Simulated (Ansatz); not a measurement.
`C1[SiH2][SnH2][S]1`, relaxed with RKS PBE0-D4/def2-TZVP in Ansatz from a PBE-D4/def2-SVP geometry. The force threshold is 0.005 eV/Å; the program also tests the step.

The species carries charge 0 and has multiplicity 1. Sn takes the def2 core potential.

Start:

```xyz
10

C    -0.510    0.140   -1.379
Si   -0.789   -0.836    0.254
Sn    1.162    0.531    1.231
S     0.921    1.304   -1.123
H    -0.276   -0.541   -2.223
H    -1.410    0.727   -1.657
H    -2.153   -0.623    0.857
H    -0.565   -2.320    0.109
H     0.909    1.800    2.385
H     2.711   -0.184    1.546
```

| step | energy (eV) | largest force (eV/Å) | largest move (Å) |
| --- | --- | --- | --- |
| 1 | -25672.3129 | 0.733 | 0.000 |
| 2 | -25672.3543 | 0.331 | 0.065 |
| 3 | -25672.3664 | 0.098 | 0.024 |
| 4 | -25672.3670 | 0.039 | 0.006 |
| 5 | -25672.3671 | 0.015 | 0.004 |
| 6 | -25672.3674 | 0.005 | 0.032 |
| 7 | -25672.3675 | 0.005 | 0.003 |
| 8 | -25672.3677 | 0.029 | 0.022 |
| 9 (rejected) | -25672.3611 | 0.432 | 0.196 |
| 10 | -25672.3688 | 0.052 | 0.064 |
| 11 | -25672.3710 | 0.147 | 0.098 |
| 12 (rejected) | -25672.3709 | 0.251 | 0.084 |
| 13 | -25672.3737 | 0.082 | 0.042 |
| 14 | -25672.3767 | 0.053 | 0.074 |
| 15 | -25672.3776 | 0.100 | 0.107 |
| 16 | -25672.3795 | 0.099 | 0.041 |
| 17 | -25672.3808 | 0.026 | 0.014 |
| 18 (rejected) | -25672.3807 | 0.030 | 0.013 |
| 19 | -25672.3809 | 0.008 | 0.006 |
| 20 | -25672.3809 | 0.004 | 0.008 |

End:

```xyz
10

C    -0.555    0.193   -1.321
Si   -0.770   -0.863    0.236
Sn    1.126    0.520    1.216
S     1.154    0.858   -1.204
H    -0.646   -0.380   -2.246
H    -1.273    1.015   -1.357
H    -2.144   -0.901    0.812
H    -0.312   -2.258   -0.001
H     0.842    1.978    2.065
H     2.578   -0.163    1.800
```

Run time 90 s (4 threads of an Arm Neoverse V1 on a shared host); peak host memory 0.58 GiB.
